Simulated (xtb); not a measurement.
C4H9O (SMILES [CH2]COCC), doublet, from a rough starting geometry; GFN2-xTB run with xtb.

Input for xtb:
```
$ xtb mol.xyz --gfn 2 --uhf 1 --opt vtight --json

# file mol.xyz
14

C      1.26934414     0.96098745    -0.83106166
C      1.46319721    -0.25182826    -0.10397882
O      0.39930800    -1.19890214    -0.16632179
C     -0.75502475    -0.91918352     0.58816895
C     -1.55372575     0.26746714     0.10048170
H      0.82467283     0.97497501    -1.77802347
H      1.68392937     1.92390228    -0.54674863
H      1.65799443    -0.01352227     0.96562941
H      2.28848225    -0.86441667    -0.45225569
H     -0.45524475    -0.69333263     1.63406518
H     -1.30606836    -1.81925969     0.57207522
H     -0.92771493     1.15043921     0.07111802
H     -2.42365366     0.39781425     0.75183601
H     -1.94732402     0.06015771    -0.95001691
```

Task: Write the output that xtb gives for this input, abridged.

Result: 
```
   ID    Z sym.   atoms
    1    6 C      1, 2, 4, 5
    2    8 O      3
    3    1 H      6-14

           -------------------------------------------------
          |                Calculation Setup                |
           -------------------------------------------------

           -------------------------------------------------
          |                 G F N 2 - x T B                 |
           -------------------------------------------------

          ...................................................
          :                      SETUP                      :
          :.................................................:
          :  # basis functions                  29          :
          :  # atomic orbitals                  29          :
          :  # shells                           19          :
          :  # electrons                        31          :
          :  max. iterations                   250          :
          :  Hamiltonian                  GFN2-xTB          :
          :  restarted?                      false          :
          :  GBSA solvation                  false          :
          :  PC potential                    false          :
          :  electronic temp.          300.0000000     K    :
          :  accuracy                    1.0000000          :
          :  -> integral cutoff          0.2500000E+02      :
          :  -> integral neglect         0.1000000E-07      :
          :  -> SCF convergence          0.1000000E-05 Eh   :
          :  -> wf. convergence          0.1000000E-03 e    :
          :  Broyden damping             0.4000000          :
          :  net charge                          0          :
          :  unpaired electrons                  1          :
          ...................................................

 iter      E             dE          RMSdq      gap      omega  full diag
   1    -17.2784827 -0.172785E+02  0.390E+00    9.01       0.0  T
   2    -17.3226051 -0.441224E-01  0.200E+00    9.03       1.0  T
   3    -17.3231724 -0.567301E-03  0.867E-01    9.18       1.0  T
   4    -17.3233642 -0.191863E-03  0.114E-01    9.08       1.0  T
   5    -17.3233859 -0.216149E-04  0.630E-02    9.11       1.0  T
   6    -17.3233870 -0.112242E-05  0.730E-03    9.10       3.7  T
   7    -17.3233870 -0.441247E-07  0.338E-03    9.10       7.9  T
   8    -17.3233870 -0.876015E-08  0.581E-04    9.10      46.0  T
   9    -17.3233870 -0.204434E-09  0.201E-04    9.10     133.2  T

   *** convergence criteria satisfied after 9 iterations ***

         :::::::::::::::::::::::::::::::::::::::::::::::::::::
         ::                     SUMMARY                     ::
         :::::::::::::::::::::::::::::::::::::::::::::::::::::
         :: total energy             -17.113999976712 Eh    ::
         :: gradient norm              0.084276723524 Eh/a0 ::
         :: HOMO-LUMO gap              9.103783162470 eV    ::
         ::.................................................::
         :: SCC energy               -17.323376382531 Eh    ::
         :: -> isotropic ES            0.021662924712 Eh    ::
         :: -> anisotropic ES          0.003026434857 Eh    ::
         :: -> anisotropic XC          0.006167157518 Eh    ::
         :: -> dispersion             -0.007005033238 Eh    ::
         :: repulsion energy           0.209376405819 Eh    ::
         :: add. restraining           0.000000000000 Eh    ::
         :: total charge              -0.000000000000 e     ::
         :::::::::::::::::::::::::::::::::::::::::::::::::::::

      -----------------------------------------------------------
     |                   =====================                   |
     |                        A N C O P T                        |
     |                   =====================                   |
     |               Approximate Normal Coordinate               |
     |                Rational Function Optimizer                |
[...]
 * total energy  :   -17.1205641 Eh     change       -0.9579771E-03 Eh
 * total energy  :   -17.1206495 Eh     change       -0.8541193E-04 Eh
 * total energy  :   -17.1206813 Eh     change       -0.3175758E-04 Eh
 * total energy  :   -17.1206845 Eh     change       -0.3235050E-05 Eh
 * total energy  :   -17.1206857 Eh     change       -0.1157806E-05 Eh
 * total energy  :   -17.1206868 Eh     change       -0.1087770E-05 Eh
 * total energy  :   -17.1206876 Eh     change       -0.8517543E-06 Eh
 * total energy  :   -17.1206884 Eh     change       -0.7781366E-06 Eh
 * total energy  :   -17.1206889 Eh     change       -0.4993743E-06 Eh
 * total energy  :   -17.1206891 Eh     change       -0.2483399E-06 Eh
 * total energy  :   -17.1206893 Eh     change       -0.1668601E-06 Eh
 * total energy  :   -17.1206894 Eh     change       -0.8613159E-07 Eh
   *** GEOMETRY OPTIMIZATION CONVERGED AFTER 14 ITERATIONS ***
         :: total energy             -17.120689385946 Eh    ::
[...]
        22                          0.1566266               4.2620
        23                          0.1656390               4.5073
        24                          0.1854812               5.0472
        25                          0.2060533               5.6070
        26                          0.2510184               6.8306
        27                          0.2664859               7.2515
       ...                                ...                  ...
        29                          0.3590242               9.7695
      -------------------------------------------------------------
                  HL-Gap            0.3504478 Eh            9.5362 eV
             Fermi-level           -0.2495931 Eh           -6.7918 eV

     #   Z          covCN         q      C6AA      α(0)
     1   6 C        2.831    -0.124    31.148     9.145
     2   6 C        3.696     0.091    19.239     6.275
     3   8 O        1.700    -0.322    19.377     5.943
     4   6 C        3.695     0.085    19.331     6.290
     5   6 C        3.749    -0.116    22.787     6.808
     6   1 H        0.926     0.051     2.307     2.375
     7   1 H        0.926     0.036     2.501     2.473
     8   1 H        0.923     0.027     2.626     2.534
     9   1 H        0.922     0.065     2.146     2.291
    10   1 H        0.923     0.017     2.787     2.611
    11   1 H        0.924     0.048     2.339     2.392
    12   1 H        0.924     0.053     2.283     2.363
    13   1 H        0.925     0.040     2.447     2.446
    14   1 H        0.925     0.049     2.334     2.389

 Mol. C6AA /au·bohr⁶  :       1401.662303
 Mol. C8AA /au·bohr⁸  :      29222.092060
 Mol. α(0) /au        :         56.335082

Wiberg/Mayer (AO) data.
largest (>0.10) Wiberg bond orders for each atom

 ---------------------------------------------------------------------------
     #   Z sym  total        # sym  WBO       # sym  WBO       # sym  WBO
 ---------------------------------------------------------------------------
     1   6 C    3.218 --     2 C    1.091     7 H    0.985     6 H    0.983
     2   6 C    3.958 --     1 C    1.091     3 O    0.970     8 H    0.956
                             9 H    0.917
     3   8 O    2.076 --     4 C    0.988     2 C    0.970
     4   6 C    3.956 --     5 C    1.010     3 O    0.988    11 H    0.967
                            10 H    0.967
     5   6 C    3.995 --     4 C    1.010    14 H    0.987    13 H    0.984
                            12 H    0.963
     6   1 H    0.997 --     1 C    0.983
     7   1 H    0.999 --     1 C    0.985
     8   1 H    0.999 --     2 C    0.956
     9   1 H    0.992 --     2 C    0.917
    10   1 H    1.000 --     4 C    0.967
    11   1 H    0.998 --     4 C    0.967
    12   1 H    0.997 --     5 C    0.963
    13   1 H    0.998 --     5 C    0.984
    14   1 H    0.998 --     5 C    0.987
 ---------------------------------------------------------------------------

Topologies differ in total number of bonds
Writing topology from bond orders to xtbtopo.mol

molecular dipole:
                 x           y           z       tot (Debye)
 q only:       -0.087       0.343       0.230
   full:       -0.047       0.439       0.340       1.417
molecular quadrupole (traceless):
                xx          xy          yy          xz          yz          zz
 q only:        2.528       0.632      -2.166      -0.279      -0.908      -0.363
  q+dip:        1.798       1.037      -2.729       0.635      -0.816       0.931
   full:        2.540       1.003      -2.910       0.071      -0.920       0.370

optimized geometry written to: xtbopt.xyz

           -------------------------------------------------
          | TOTAL ENERGY              -17.120689385946 Eh   |
          | GRADIENT NORM               0.000068970427 Eh/α |
          | HOMO-LUMO GAP               9.536169566076 eV   |
           -------------------------------------------------

normal termination of xtb
```
